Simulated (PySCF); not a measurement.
# Deuteron quadrupole couplings in `CCC#C/C=C/CF`

Species: C7H9F.
Atom-mapped SMILES: `[CH3:1][CH2:2][C:3]#[C:4]/[CH:5]=[CH:6]/[CH2:7][F:8]` (hydrogens: H9, H10, H11 on C1; H12, H13 on C2; H14 on C5; H15 on C6; H16, H17 on C7)

Cartesian coordinates in Å at the GFN2-xTB level; atoms count from 1:
```xyz
17
C7H9F angstrom
C     -3.2312    0.3997   -0.1006
C     -2.5660   -0.9204    0.2915
C     -1.1228   -0.8165    0.2368
C      0.0724   -0.6869    0.1772
C      1.4742   -0.5647    0.1186
C      2.0930    0.5606   -0.2319
C      3.5757    0.7218   -0.3039
F      4.2423   -0.4286    0.0362
H     -4.3139    0.3056   -0.0541
H     -2.9486    0.6797   -1.1130
H     -2.9211    1.1949    0.5738
H     -2.8895   -1.7175   -0.3852
H     -2.8621   -1.2006    1.3073
H      2.0420   -1.4499    0.3769
H      1.5353    1.4492   -0.4924
H      3.8939    0.9830   -1.3224
H      3.9197    1.5026    0.3878
```

Level: PBE0/pcSseg-1 (PySCF, non-relativistic); Q(2H) = 0.00286 b; rigid geometry, the same for H and D, with no vibrational averaging.

Question: Rank these positions by the coupling χzz of a deuteron there, largest first.
A. H17 (methylene hydrogen)
B. H13 (methylene hydrogen)
C. H11 (methyl hydrogen)
D. H15 (vinylic hydrogen)

Answer: D (218 kHz), C (210 kHz), B (200 kHz), A (190 kHz).

Question: Give the electric field gradient Vzz (the principal value of largest size), its asymmetry and the 2H coupling at each hydrogen.

Answer: 
```tsv
atom	bonded to	bond length (Å)	Vzz (au)	η	χzz (kHz)
H9	C1	1.088	0.3144	0.03	211
H10	C1	1.088	0.3126	0.03	210
H11	C1	1.088	0.3126	0.03	210
H12	C2	1.095	0.2979	0.02	200
H13	C2	1.095	0.2980	0.02	200
H14	C5	1.083	0.3192	0.06	214
H15	C6	1.081	0.3246	0.07	218
H16	C7	1.099	0.2825	0.09	190
H17	C7	1.098	0.2827	0.09	190
```

Question: How does χzz go with the bond length over the 9 C–H bonds?

Answer: A straight-line fit has a slope of -15.8 kHz for each 0.01 Å, with a correlation coefficient of -0.98, over lengths from 1.081 to 1.099 Å. The longer bonds have the smaller couplings here.

One conformer (not necessarily the lowest) at the GFN2-xTB geometry, without solvent, vibrations or thermal averaging. GFN2-xTB bond lengths can be off by several hundredths of an ångström, more for odd bonds, and the gradients follow them. With so small a basis the couplings can be 20 % off.

The run behind these numbers computed NMR shieldings as well. On one thread, Arm Neoverse N1 (aarch64), shared host, this took 57 s wall (grids of density and orbitals included) and 0.80 GiB of memory at its peak.
